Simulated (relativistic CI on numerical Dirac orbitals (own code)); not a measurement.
## One change at a time: Bi³³⁺

Base calculation: Dirac-Coulomb-Breit CI, orbitals from a KLI potential per configuration, a model potential for QED, unscaled Slater integrals.

Configuration list (outside the closed core [Ar] 3d10 4p6): 4s²4d¹⁰4f⁴, 4s²4d¹⁰4f³5s, 4s²4d¹⁰4f³5p, 4s²4d¹⁰4f²5s², 4s²4d¹⁰4f²5s5p, 4s²4d¹⁰4f³5d, 4s²4d¹⁰4f²5p², 4s4d¹⁰4f⁵, 4s²4d¹⁰4f²5s5d, 4s²4d⁹4f³5s², 4s²4d¹⁰4f³5f, 4s²4d¹⁰4f³6s, 4s²4d¹⁰4f³6p. Levels of other configurations are missing.

Variants: (1) Breit term removed. Shifts of the energy above 4s²4d¹⁰4f⁴ ⁵I4, in cm⁻¹, for the lowest level and the first level of each name with at least 55 % of one term (blank where a level changes its place among those of its configuration and J or its character, or is not in the variant):

```csv
Level,Base,Δ(1)
4s²4d¹⁰4f⁴ ⁵I4,0.0,0.0
4s²4d¹⁰4f⁴ ⁵I5,37382.5,+2469.8
4s²4d¹⁰4f⁴ ⁵I6,61708.7,+4202.3
4s²4d¹⁰4f⁴ ⁵F1,73016.4,+959.7
4s²4d¹⁰4f⁴ ³K6,105946.6,+4674.3
4s²4d¹⁰4f⁴ ⁵F4,118661.9,+3413.8
4s²4d¹⁰4f⁴ ⁵G4,135349.5,+3773.7
4s²4d¹⁰4f⁴ ³P1,147143.8,+3193.8
4s²4d¹⁰4f⁴ ⁵D1,150529.9,
4s²4d¹⁰4f⁴ ³L8,151942.8,+7549.9
4s²4d¹⁰4f⁴ ³M9,152114.5,+8150.5
4s²4d¹⁰4f⁴ ³I6,164725.7,+5705.0
4s²4d¹⁰4f⁴ ⁵D2,173105.4,+2530.5
4s²4d¹⁰4f⁴ ³M10,180850.0,+9896.0
```

At this charge energies of transitions that change n are usually good to better than 1 %, and those within a shell (Δn = 0) to a few per cent. Terms inside the open d or f shell come out 10 to 20 % too wide with unscaled integrals.

Ionisation energy from the two ground configurations alone: base 1289.57 eV; Breit term removed 1289.84 eV. The NIST ASD value (theoretical) is 1310 eV.

LS names give the leading component of a level, which can be under half, so a name can repeat, a term be missing and a line seem to break the LS rules.
